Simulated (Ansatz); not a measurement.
`C=[C]1[S][Al]1[CH3]`. Charge 0, multiplicity 1.

```csv
atom,x (Å),y (Å),z (Å)
C1,-1.6733,-0.8094,-1.8283
C2,-1.0430,-0.5703,-0.6884
S3,-1.5529,-1.1379,0.9958
Al4,0.1916,0.0345,0.5911
C5,1.7537,0.9376,1.2831
H6,-1.2739,-0.4211,-2.7599
H7,-2.5917,-1.3877,-1.8856
H8,2.3751,1.3382,0.4799
H9,1.4556,1.7653,1.9322
H10,2.3588,0.2508,1.8800
```

**Question.** What are the harmonic wavenumbers in cm⁻¹ at PBE0-D4/def2-TZVP (Ansatz, finite differences of forces, unscaled)? (Best estimate.)

**Answer.** Ansatz gave: 28i, 131, 133, 290, 306, 418, 531, 585, 665, 677, 697, 782, 898, 1049, 1218, 1420, 1437, 1439, 1689, 3052, 3130, 3136, 3147, 3213.
